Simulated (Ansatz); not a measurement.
Reaction (cleavage of the Si–B bond): `FC([SiH3])B[SiH3]` + H₂Se → `[SiH3][SeH]` + `BC(F)[SiH3]`

Isolated molecules relaxed with PBE0-D4/def2-TZVP in Ansatz; ΔE leaves out vibrations. CCSD(T)/CBS adds triple-zeta CCSD(T) − MP2 to the extrapolated MP2 energy (def2 sets, frozen cores). DFT in def2-TZVPP. B3LYP here is the variant with VWN-RPA as its local correlation; programs differ in this. For Se outer-core shells are correlated without core-valence functions, which leaves a few kJ/mol of doubt a bond. Scalar relativity is left out up to krypton. One conformer a species, not always the lowest.

```tsv
level	ΔE (kJ/mol)	difference from CCSD(T)/CBS
PBE-D4	-57.4	15.9
PBE0-D4	-64.5	8.8
ωB97X-V	-71.2	2.1
ωB97M-V	-71.9	1.4
PBE	-61.5	11.8
B3LYP	-76.7	-3.4
MP2/def2-TZVPP	-77.6	-4.3
SCS-MP2/def2-TZVPP	-79.7	-6.4
HF/def2-QZVPP	-98.3	-25.0
MP2/CBS(def2)	-82.1	-8.8
CCSD(T)/CBS	-73.3	0
```

Largest T1 diagnostic among the species: 0.014.

In def2-TZVPP, CCSD(T) changes the Hartree–Fock value by +29.2 kJ/mol (the triples alone add +4.0 kJ/mol) and MP2 by +20.4 kJ/mol. The D4 term adds +6.4 kJ/mol with B3LYP and +3.8 kJ/mol with PBE0; it sums over pairs of atoms, weighted by their polarisabilities, and B3LYP, whose exchange is more repulsive, gets the larger term. From PBE to PBE0 (25 % exact exchange), in def2-TZVPP and without D4, ΔE moves by −6.8 kJ/mol.
